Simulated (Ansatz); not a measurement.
`N[SiH2]S[Si](N)(F)F` and `N[Si](F)(F)[Te][InH2]` differ in one atom or group.

Ansatz, PBE0-D4/def2-TZVP geometries, multiplicity 1. Each molecule was computed in one conformer, which needn't be the lowest.

Elements past krypton have def2 core potentials.

| property | `N[SiH2]S[Si](N)(F)F` |
| --- | --- |
| size of the dipole moment (B3LYP/def2-TZVPP) / D | 2.87 |
| size of the dipole moment (ωB97M-V/def2-TZVPP) / D | 2.88 |
| HOMO–LUMO gap (PBE0/def2-TZVPP) / eV | 7.92 |
| HOMO–LUMO gap (PBE/def2-TZVPP) / eV | 5.74 |
| LUMO energy (B3LYP/def2-TZVPP) / eV | 0.14 |
| HOMO–LUMO gap (ωB97M-V/def2-TZVPP) / eV | 11.72 |

(1) Give the same properties after the change, and the shifts. (Estimate.)

## Answers

(1) Ansatz gave: 
```
                                          property  `N[Si](F)(F)[Te][InH2]`  shift
  size of the dipole moment (B3LYP/def2-TZVPP) / D                     3.13   0.26
size of the dipole moment (ωB97M-V/def2-TZVPP) / D                     3.26   0.38
              HOMO–LUMO gap (PBE0/def2-TZVPP) / eV                     5.44  -2.48
               HOMO–LUMO gap (PBE/def2-TZVPP) / eV                     3.74  -2.00
               LUMO energy (B3LYP/def2-TZVPP) / eV                    -1.27  -1.41
           HOMO–LUMO gap (ωB97M-V/def2-TZVPP) / eV                     8.80  -2.92
```

With PBE0 the HOMO rises by 1.05 eV and the LUMO falls by 1.43 eV, so the gap narrows by about 2.48 eV. PBE moves the HOMO by 0.73 eV and ωB97M-V by 1.25 eV. Dipoles are sizes alone; their direction can turn.

B3LYP here is the variant with VWN-RPA as its local correlation; programs differ in this.

Spin–orbit coupling is left out; it splits and shifts lone-pair levels of the heavy atoms by tenths of an eV.
